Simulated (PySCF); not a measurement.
Si(H)2(Me)(vinyl) (C3H8Si), SMILES C=C[SiH2]C.

Coordinates come from a B3LYP-D3(BJ)/def2-SVP optimisation. Other conformers were not sampled.

Method: TDDFT-PBE/def2-SVPD in PySCF 2.14.0.

Vertical excitations. Gas-phase values at a fixed geometry.

```tsv
state	energy (eV)	λ (nm)	f	main pairs
S1	6.21	200	0.008	HOMO−1→LUMO 96 %
S2	6.34	196	0.189	HOMO→LUMO 51 %, HOMO−3→LUMO 29 %, HOMO−2→LUMO 15 %
S3	6.43	193	0.022	HOMO−2→LUMO 83 %
S4	6.82	182	0.025	HOMO→LUMO+1 86 %
S5	7.04	176	0.013	HOMO→LUMO+2 90 %
S6	7.49	166	0.089	HOMO−3→LUMO 27 %, HOMO→LUMO 20 %, HOMO→LUMO+3 17 %, HOMO→LUMO+4 12 %
S7	7.53	165	0.001	HOMO−1→LUMO+1 98 %
S8	7.59	163	0.017	HOMO→LUMO+3 64 %, HOMO→LUMO+4 32 %
S9	7.69	161	0.049	HOMO→LUMO+4 52 %, HOMO→LUMO+3 16 %, HOMO−1→LUMO+2 11 %
S10	7.83	158	0.019	HOMO−1→LUMO+2 81 %
T1	4.30	289	0	HOMO→LUMO 95 %
T2	5.65	219	0	HOMO−1→LUMO 100 %
T3	6.31	196	0	HOMO−2→LUMO 92 %
T4	6.37	195	0	HOMO−3→LUMO 87 %
```
Triplets are in the Tamm–Dancoff approximation, which puts them higher than full response would, so one can lie above its singlet here.
